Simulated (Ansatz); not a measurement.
Gas-phase electronic energies from Ansatz, PBE0-D4/def2-TZVP geometries. CCSD(T)/CBS is the MP2 limit (def2-TZVPP, def2-QZVPP) plus CCSD(T) − MP2 in def2-TZVPP, frozen cores. DFT in def2-TZVPP. def2 core potentials past Kr. For In outer-core shells are correlated without core-valence functions, which leaves a few kJ/mol of doubt a bond. Each species was taken in one conformer, which may not be the lowest.

Consider the redistribution: `C[SiH](Cl)S[SiH2]Cl` + `[F][InH][Cl]` → `C[SiH2]S[SiH2]Cl` + `[F][In]([Cl])[Cl]`.

Task: Is it downhill or uphill in electronic energy at CCSD(T)/CBS, and by how much? (Best estimate.)

Result: The calculation gave: Uphill: ΔE = +14.1 kJ/mol.

Task: What do these levels give: PBE-D4, ωB97X-V, PBE, PBE0, HF/def2-TZVPP, MP2/def2-TZVPP, SCS-MP2/def2-TZVPP, CCSD/def2-TZVPP, CCSD(T)/def2-TZVPP, HF/def2-QZVPP, HF/CBS(def2), CCSD/CBS(def2)? (Best estimate.)

Result: Computed: PBE-D4 20.3, ωB97X-V 16.8, PBE 15.2, PBE0 14.1, HF/def2-TZVPP -1.1, MP2/def2-TZVPP 17.3, SCS-MP2/def2-TZVPP 13.0, CCSD/def2-TZVPP 12.1, CCSD(T)/def2-TZVPP 13.3, HF/def2-QZVPP -1.6, HF/CBS(def2) -1.6, CCSD/CBS(def2) 12.9 kJ/mol.

Largest T1 diagnostic among the species: 0.015.

In def2-TZVPP, CCSD(T) changes the Hartree–Fock value by +14.3 kJ/mol (the triples alone add +1.2 kJ/mol) and MP2 by +18.3 kJ/mol. The D4 term adds +8.4 kJ/mol with B3LYP and +4.6 kJ/mol with PBE0; it sums over pairs of atoms, weighted by their polarisabilities, and B3LYP, whose exchange is more repulsive, gets the larger term.

B3LYP here is the variant with VWN-RPA as its local correlation; programs differ in this.
